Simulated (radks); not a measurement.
As2+, 31 electrons, occupied as [Ar] 3d10 4s2 4p1. All-electron calculation, Dirac Kohn-Sham, PBE, spin-unpolarised, spherical densities, point nucleus; open shells fill j = l - 1/2 first. Program: a radial shooting solver on a logarithmic mesh with Libxc functionals.

Normalised radial functions P(r) = r R(r) (large component), r in bohr:

r,3s1/2,3d5/2
0.001526,0.0742,0.0000
0.001748,0.0840,0.0000
0.002003,0.0951,0.0000
0.002277,0.1066,0.0000
0.002608,0.1203,0.0000
0.002988,0.1355,0.0000
0.003424,0.1523,0.0000
0.003891,0.1697,0.0000
0.004458,0.1898,0.0000
0.005108,0.2117,0.0001
0.005852,0.2353,0.0001
0.006651,0.2589,0.0001
0.00762,0.2853,0.0002
0.00873,0.3127,0.0003
0.01,0.3405,0.0005
0.01137,0.3663,0.0007
0.01302,0.3925,0.0010
0.01492,0.4160,0.0015
0.01709,0.4352,0.0022
0.01943,0.4476,0.0031
0.02226,0.4523,0.0045
0.0255,0.4457,0.0065
0.02922,0.4249,0.0095
0.03347,0.3868,0.0136
0.03804,0.3326,0.0190
0.04359,0.2536,0.0270
0.04994,0.1513,0.0381
0.05721,0.0265,0.0533
0.06502,-0.1087,0.0724
0.0745,-0.2651,0.0993
0.08535,-0.4250,0.1347
0.09778,-0.5743,0.1802
0.1111,-0.6896,0.2341
0.1273,-0.7665,0.3043
0.1459,-0.7771,0.3887
0.1671,-0.7051,0.4873
0.1899,-0.5535,0.5914
0.2176,-0.3053,0.7106
0.2493,0.0175,0.8333
0.2856,0.3847,0.9519
0.3246,0.7337,1.0518
0.3719,1.0633,1.1361
0.4261,1.3071,1.1888
0.4882,1.4337,1.2029
0.5593,1.4328,1.1757
0.6357,1.3264,1.1141
0.7283,1.1308,1.0160
0.8344,0.8901,0.8927
0.956,0.6455,0.7546
1.087,0.4409,0.6204
1.245,0.2687,0.4828
1.426,0.1480,0.3581
1.634,0.0729,0.2517
1.857,0.0334,0.1708
2.128,0.0127,0.1056
2.438,0.0041,0.0601
2.793,0.0011,0.0311
3.174,0.0003,0.0152
3.636,0.0000,0.0063
4.166,0.0000,0.0023
4.773,0.0000,0.0007
5.425,0.0000,0.0002
6.215,0.0000,0.0000
7.121,0.0000,0.0000

3s1/2: eigenvalue -211.50 eV, 2 radial nodes at r = 0.0587, 0.248 bohr, <r> = 0.598 bohr, 90 % of the charge inside 0.893 bohr. 3d5/2: eigenvalue -61.540 eV, 0 radial nodes, <r> = 0.677 bohr, 90 % of the charge inside 1.13 bohr.
